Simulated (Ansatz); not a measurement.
BNH3SBr (SMILES NB(S)Br), singlet: a single point displaced at random from its PBE0-D4/def2-TZVP minimum.

The input file, in.yaml:

```yaml
crystal:
  periodic: [false, false, false]
  atoms:
    - {symbol: N, position_ang: [-0.329569, 0.996698, -0.053648]}
    - {symbol: B, position_ang: [-0.210668, -0.342732, -0.389277]}
    - {symbol: S, position_ang: [0.934825, -1.629600, 0.520503]}
    - {symbol: Br, position_ang: [-1.326542, -1.078556, -1.603405]}
    - {symbol: H, position_ang: [-0.606249, 1.480206, -0.767491]}
    - {symbol: H, position_ang: [0.473494, 1.570897, 0.533143]}
    - {symbol: H, position_ang: [1.477916, -0.750318, 1.259821]}
basis:
  gaussian: {orbitals: def2-TZVPP}
correlation: {method: ccsd_t}
output: {forces: true}
```

An equivalent command:

```bash
ansatz run in.yaml --threads 4 --pin off --events-out ev --progress --plain
```

What Ansatz 0.2.0 printed:

```
Functional definition: HF
  name "HF"
  cite "Fock, Z. Phys. 61, 126 (1930) doi:10.1007/BF01340294"
  parent pbe
  exchange = exact_x
  correlation = 0
1185 factors; integrals over basis functions are off by at most 1.2e-3 eV
mean field evaluation 1: about -83017.4506 eV, gradient 3.4e1 eV
mean field evaluation 2: about -83017.6264 eV, gradient 3.4e1 eV
mean field evaluation 4: about -83020.3961 eV, gradient 3.2e0 eV
mean field evaluation 8: about -83020.4468 eV, gradient 2.7e-1 eV
mean field evaluation 16: about -83017.4518 eV, gradient 3.4e1 eV
mean field -83020.44725108 eV, -3050.9451631970 hartree, gradient 2.9e-6 eV, S^2 0.000000; 0 other end points of the search recorded, 0 dependent functions left out
16 core orbitals not correlated: weight in the atoms' cores, before any rotation towards them, 1.000 or more for the frozen orbitals, at most 0.000 for the correlated occupied ones
reference -83020.44725108 eV, -3050.9451631970 hartree; 17, 17 occupied and 161, 161 virtual orbitals, 1185 factors
second order -20.90507396 eV of doubles, -0.00000000 eV of singles
cycle   1  -21.16578524 eV  change   -2.6e-1 eV  update   9.4e-2
cycle   2  -21.64852677 eV  change   -4.8e-1 eV  update   2.6e-2
cycle   3  -21.73416233 eV  change   -8.6e-2 eV  update   1.4e-2
cycle   4  -21.72018595 eV  change    1.4e-2 eV  update   3.7e-3
cycle   5  -21.72074088 eV  change   -5.5e-4 eV  update   1.6e-3
cycle   6  -21.72053769 eV  change    2.0e-4 eV  update   4.2e-4
cycle   7  -21.72032895 eV  change    2.1e-4 eV  update   1.5e-4
cycle   8  -21.72036534 eV  change   -3.6e-5 eV  update   5.1e-5
cycle   9  -21.72037714 eV  change   -1.2e-5 eV  update   2.0e-5
cycle  10  -21.72036571 eV  change    1.1e-5 eV  update   7.2e-6
perturbative correction -0.90238466 eV, -0.0331620244 hartree
the calculation of the forces begins
Total energy: -83043.07000144 eV, -3051.7765339386 hartree
Atom 0 at    -0.329569     0.996698    -0.053648 Å, force     5.298231    -0.634161     6.644520 eV/Å
Atom 1 at    -0.210668    -0.342732    -0.389277 Å, force     2.619608    -1.509412     3.075943 eV/Å
Atom 2 at     0.934825    -1.629600     0.520503 Å, force    -1.879824    -0.027363    -1.994255 eV/Å
Atom 3 at    -1.326542    -1.078556    -1.603405 Å, force    -1.776453    -1.098012    -2.184430 eV/Å
Atom 4 at    -0.606249     1.480206    -0.767491 Å, force    -2.407499     4.127889    -4.863549 eV/Å
Atom 5 at     0.473494     1.570897     0.533143 Å, force    -2.890006    -2.285397    -2.027222 eV/Å
Atom 6 at     1.477916    -0.750318     1.259821 Å, force     1.035943     1.426456     1.348994 eV/Å
Dipole moment:     0.162956     0.598384     0.055392 e Å
```

Hardware: 4 CPU threads, shared host. Wall time 3.6 min; peak host memory 4.1 GiB.
